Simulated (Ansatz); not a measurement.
The inner images of a band of a periodic cell of 15 atoms, W (host W, host structure bcc, one W atom removed) are given out of order.

These are results of DFT PBE-D3(BJ), scalar-relativistic, plane waves, PAW (Ansatz), not measurements. Settings: PAW set soft_1, cutoff 420 eV, k mesh 3x3x3, gaussian smearing 0.05 eV, no spin polarisation.

Initial state:

```xyz
15
Lattice="6.3200 0.0000 0.0000 0.0000 6.3200 0.0000 0.0000 0.0000 6.3200" Properties=species:S:1:pos:R:3
W -0.020 0.015 -0.019
W 3.173 0.015 -0.020
W -0.020 3.142 -0.020
W -0.020 0.015 3.173
W 1.576 1.579 1.577
W 3.172 3.143 -0.019
W 3.172 0.015 3.173
W 4.736 1.579 1.577
W -0.020 3.143 3.173
W 1.576 4.739 1.577
W 1.576 1.579 4.737
W 3.173 3.142 3.173
W 4.736 4.739 1.577
W 1.576 4.739 4.737
W 4.736 4.739 4.737
```

Final state:

```xyz
15
Lattice="6.3200 0.0000 0.0000 0.0000 6.3200 0.0000 0.0000 0.0000 6.3200" Properties=species:S:1:pos:R:3
W -1.563 1.563 -1.563
W 3.160 0.000 0.000
W 0.000 3.160 0.000
W 0.000 0.000 3.160
W 1.563 1.563 1.563
W 3.160 3.160 0.000
W 3.160 0.000 3.160
W 4.757 1.563 1.563
W 0.000 3.160 3.160
W 1.563 4.757 1.563
W 1.563 1.563 4.757
W 3.160 3.160 3.160
W 4.757 4.757 1.563
W 1.563 4.757 4.757
W 4.757 4.757 4.757
```

Q: Put them in order from the first end to the last, with their energies above the first end.
A.
```xyz
15
Lattice="6.3200 0.0000 0.0000 0.0000 6.3200 0.0000 0.0000 0.0000 6.3200" Properties=species:S:1:pos:R:3
W -1.091 1.088 -1.091
W 3.110 -0.041 0.040
W 0.039 3.207 0.039
W 0.040 -0.041 3.110
W 1.552 1.575 1.552
W 3.175 3.143 0.004
W 3.176 -0.005 3.176
W 4.724 1.595 1.612
W 0.003 3.143 3.176
W 1.567 4.752 1.567
W 1.613 1.595 4.724
W 3.183 3.135 3.183
W 4.744 4.768 1.551
W 1.551 4.768 4.744
W 4.723 4.705 4.723
```
B.
```xyz
15
Lattice="6.3200 0.0000 0.0000 0.0000 6.3200 0.0000 0.0000 0.0000 6.3200" Properties=species:S:1:pos:R:3
W -0.849 0.845 -0.849
W 3.107 -0.035 0.033
W 0.031 3.207 0.032
W 0.032 -0.034 3.108
W 1.550 1.558 1.549
W 3.185 3.131 -0.007
W 3.187 0.005 3.188
W 4.718 1.601 1.622
W -0.008 3.131 3.186
W 1.592 4.726 1.593
W 1.623 1.601 4.718
W 3.167 3.152 3.167
W 4.760 4.769 1.549
W 1.548 4.770 4.761
W 4.717 4.695 4.718
```
C.
```xyz
15
Lattice="6.3200 0.0000 0.0000 0.0000 6.3200 0.0000 0.0000 0.0000 6.3200" Properties=species:S:1:pos:R:3
W -0.311 0.307 -0.310
W 3.132 -0.023 0.020
W 0.019 3.184 0.020
W 0.019 -0.023 3.132
W 1.568 1.578 1.568
W 3.183 3.132 -0.002
W 3.184 -0.001 3.184
W 4.707 1.609 1.618
W -0.003 3.132 3.184
W 1.560 4.756 1.561
W 1.617 1.609 4.708
W 3.181 3.135 3.182
W 4.737 4.748 1.568
W 1.568 4.748 4.738
W 4.707 4.699 4.708
```
D.
```xyz
15
Lattice="6.3200 0.0000 0.0000 0.0000 6.3200 0.0000 0.0000 0.0000 6.3200" Properties=species:S:1:pos:R:3
W -0.614 0.609 -0.613
W 3.134 -0.028 0.026
W 0.025 3.183 0.026
W 0.025 -0.029 3.135
W 1.570 1.579 1.570
W 3.201 3.115 -0.013
W 3.201 0.011 3.202
W 4.711 1.605 1.645
W -0.014 3.116 3.202
W 1.555 4.763 1.555
W 1.645 1.606 4.712
W 3.156 3.160 3.157
W 4.738 4.747 1.570
W 1.569 4.747 4.738
W 4.711 4.672 4.711
```
E.
```xyz
15
Lattice="6.3200 0.0000 0.0000 0.0000 6.3200 0.0000 0.0000 0.0000 6.3200" Properties=species:S:1:pos:R:3
W -1.334 1.332 -1.333
W 3.132 -0.030 0.030
W 0.029 3.186 0.030
W 0.030 -0.030 3.132
W 1.559 1.574 1.559
W 3.173 3.146 0.002
W 3.173 -0.003 3.173
W 4.725 1.594 1.607
W 0.002 3.146 3.173
W 1.553 4.766 1.553
W 1.607 1.594 4.725
W 3.176 3.143 3.176
W 4.745 4.761 1.558
W 1.558 4.761 4.746
W 4.724 4.711 4.724
```

A: C (+0.73 eV), D (+1.52 eV), B (+1.51 eV), A (+1.38 eV), E (+0.48 eV).

The run took 20 min on 4 threads of Arm Neoverse V1, on a shared host, peak memory 2.9 GiB.
